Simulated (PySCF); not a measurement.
PySCF 2.14 output of an unrestricted revPBE calculation on a single atom or ion in dyall-av3z (19s12p3d2f, 84 functions), with scalar relativity by spin-free X2C-1e:

```
SCF conv_tol = 1e-09
number electrons alpha = 9  beta = 8
    Y. Zhang and W. Yang.,  Phys. Rev. Lett. 80, 890 (1998)
    J. P. Perdew, K. Burke, and M. Ernzerhof.,  Phys. Rev. Lett. 77, 3865 (1996)
    J. P. Perdew, K. Burke, and M. Ernzerhof.,  Phys. Rev. Lett. 78, 1396 (1997)
cycle= 1 E= -461.060262778691  delta_E= -0.0117  |g|= 0.0445  |ddm|= 0.145
cycle= 2 E= -461.060499585033  delta_E= -0.000237  |g|= 0.0461  |ddm|= 0.071
cycle= 3 E= -461.061338743245  delta_E= -0.000839  |g|= 0.00289  |ddm|= 0.0293
cycle= 4 E= -461.061341945193  delta_E= -3.2e-06  |g|= 0.00086  |ddm|= 0.0027
cycle= 5 E= -461.061342382633  delta_E= -4.37e-07  |g|= 3.2e-05  |ddm|= 0.00104
cycle= 6 E= -461.06134238323  delta_E= -5.96e-10  |g|= 8.39e-07  |ddm|= 4.79e-05
converged SCF energy = -461.06134238323  <S^2> = 0.75344482  2S+1 = 2.0034419
```

The run itself started from symmetry-adapted Hartree-Fock orbitals and held the occupation by maximum overlap, on a logarithmic radial grid, so the iterations belong to that start.

Problem. Which element, charge and spin multiplicity is this?

Solution. Cl (chlorine, neutral), multiplicity 2; the state was [Ne] 3s1 3p6, 2S determinant (an excited configuration).
